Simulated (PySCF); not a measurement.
B(vinyl)(OH)(NH2) (C₂H₆BNO), SMILES C=CB(N)O.

Coordinates come from a PBE-D3(BJ)/def2-SVP optimisation. This is a generated structure with no PubChem entry under its InChIKey; it may be hypothetical. The values are those of a single conformer.

The numbers are results of PBE-D3(BJ)/def2-SVP (PySCF), not measurements.

Frequencies are harmonic and unscaled.

Computed vibrational spectrum:
```csv
mode,ν (cm⁻¹),IR (km/mol),moving atoms (share of kinetic energy)
1,88,9.2,"C 44 %, H 39 %, N 10 %"
2,203,2.7,"C 31 %, O 31 %, H 27 %"
3,366,102.7,"H 85 %, N 11 %"
4,367,1.0,"H 33 %, C 25 %, N 19 %, O 19 %"
5,397,10.0,"H 66 %, B 19 %, N 10 %"
6,418,128.2,H 95 %
7,489,8.3,"C 29 %, H 25 %, N 22 %, O 13 %, B 11 %"
8,561,29.3,"H 80 %, O 9 %"
9,692,21.8,"B 52 %, H 23 %, C 21 %"
10,735,0.5,"C 35 %, H 31 %, O 16 %, N 15 %"
11,847,12.4,"H 68 %, N 21 %, O 11 %"
12,946,26.5,"H 72 %, C 28 %"
13,963,95.9,"H 64 %, O 21 %"
14,999,18.6,"H 79 %, C 14 %"
15,1012,11.7,H 93 %
16,1231,34.4,"H 67 %, C 15 %, B 15 %"
17,1303,56.3,"H 44 %, B 33 %, C 16 %"
18,1387,155.3,"B 56 %, H 29 %, O 10 %"
19,1393,70.8,"H 59 %, B 23 %, C 14 %"
20,1547,165.8,"H 69 %, N 19 %, B 10 %"
21,1645,31.3,"C 85 %, H 11 %"
22,3043,25.0,H 93 %
23,3057,11.7,H 93 %
24,3148,10.9,"H 89 %, C 11 %"
25,3524,27.4,H 96 %
26,3625,15.9,"H 91 %, N 9 %"
27,3759,27.3,H 94 %
```
